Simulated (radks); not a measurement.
The numbers below are computed, except where a source is named.
Spin polarisation of the 5d1 shell in neutral lanthanum. Start: [Xe] 5d(up 0.5, down 0.5) 6s2; electrons of 5d are moved from spin down to spin up, other shells keep equal spins. Code: a radial shooting solver on a logarithmic mesh with Libxc functionals. Model: scalar-relativistic Kohn-Sham, r2SCAN, spin-polarised, spherical densities, finite nucleus; meta-GGA in the generalised Kohn-Sham scheme; Fermi nuclear charge, rms radius of each element as measured or else 0.836 A^(1/3) + 0.57 fm.

moment (Bohr magnetons)	E - E(0) (eV)	e(5d up) (eV)	e(5d down) (eV)	6s down minus up (eV)	5p down minus up (eV)
0	0.000	-2.993	-2.993	0.000	0.000
0.25	-0.012	-3.086	-2.897	0.093	0.124
0.5	-0.047	-3.174	-2.797	0.187	0.248
0.75	-0.106	-3.256	-2.696	0.283	0.372
1	-0.187	-3.333	-2.595	0.383	0.496

At moment 1 the spin-polarisation energy is -0.187 eV and the 5d exchange splitting 0.738 eV, that is 0.738 eV per Bohr magneton; E = -I m^2/4 would give I = 0.748 eV.
